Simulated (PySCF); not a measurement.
Si(H)(Cl)3 anion (Cl₃HSi), SMILES Cl[SiH](Cl)Cl (connectivity only; charge and spin as stated), charge -1, multiplicity 2.

Geometry optimised at r2SCAN-D4/def2-SVPD. The multiplicity is an assumed one; other spin states were not compared. The isomer is the one that the SMILES or the coordinates give; other isomers of the formula were not compared.

Level of theory: PBE0/def2-TZVPD (PySCF).

Isolated molecule, no solvent.

Computed frontier levels, dipole moment and polarisability:
```yaml
"α spin, highest occupied and lowest empty level": -1.07 and 3.42 eV
"β spin, highest occupied and lowest empty level": -3.81 and 2.00 eV
dipole_moment_about_the_centre_of_nuclear_charge: 0.67 D
mean_static_polarisability: 95.6 bohr³ (14.16 Å³)
polarisability_principal_values: 71.1, 90.3, 125.3 bohr³
"⟨S²⟩": 0.754 (pure state 0.75)
```
